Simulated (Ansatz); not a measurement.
Consider the β-hydride elimination: `CN[AsH]N` → `N[AsH2]` + `C=N`.

Calculated with Ansatz (gas phase, PBE0-D4/def2-TZVP geometries, no zero-point term in ΔE). CCSD(T)/CBS is the MP2 limit (def2-TZVPP, def2-QZVPP) plus CCSD(T) − MP2 in def2-TZVPP, frozen cores. This one scheme is used for every species. Functionals use def2-TZVPP. For As outer-core shells are correlated without core-valence functions, which leaves a few kJ/mol of doubt a bond. Scalar relativity is left out up to krypton. Each species was taken in one conformer, which may not be the lowest.

`CN[AsH]N`:

Z-matrix (Å, degrees):
```
C
N 1 1.447
H 1 1.094 2 110.0
H 1 1.100 2 114.8 3 -121.8
H 1 1.094 2 109.4 3 117.5
As 2 1.840 1 117.5 3 -163.9
H 2 1.011 1 113.3 3 62.2
N 6 1.857 2 95.6 1 -179.6
H 6 1.547 2 101.3 1 -86.3
H 8 1.011 6 112.3 2 127.4
H 8 1.011 6 111.6 2 -110.3
```

`N[AsH2]`:

```xyz
6

N     0.527    0.769    0.218
As   -1.039   -0.159   -0.130
H     1.364    0.202    0.217
H     0.644    1.526   -0.442
H    -0.982   -1.019    1.127
H    -0.515   -1.319   -0.989
```

`C=N`:

Z-matrix (Å, degrees):
```
C
N 1 1.261
H 1 1.096 2 124.9
H 1 1.092 2 118.8 3 -180.0
H 2 1.021 1 111.0 3 -0.0
```

| level | ΔE (kcal/mol) | difference from CCSD(T)/CBS |
| --- | --- | --- |
| BLYP-D4 | 22.2 | -3.4 |
| PBE0-D4 | 28.7 | 3.1 |
| PBE | 24.7 | -0.9 |
| BLYP | 17.6 | -8.0 |
| BHLYP | 23.7 | -1.9 |
| CAM-B3LYP | 24.2 | -1.4 |
| RPA@PBE/def2-TZVPP | 21.8 | -3.8 |
| HF/def2-SVP | 18.6 | -7.0 |
| CCSD(T)/def2-SVP | 20.2 | -5.4 |
| HF/def2-QZVPP | 18.4 | -7.2 |
| CCSD(T)/CBS | 25.6 | 0 |

Largest T1 diagnostic among the species: 0.012.

Leaving LDA and LC-ωPBE aside and taking each functional with its dispersion term where it has one, the values, not all of them listed here, spread over 7.0 kcal/mol, from BLYP-D4 to PBE-QIDH. LDA lies +11.1 kcal/mol from PBE without D4. At CCSD(T), def2-SVP lies −5.4 kcal/mol from the extrapolated value and def2-TZVPP −1.3 kcal/mol.
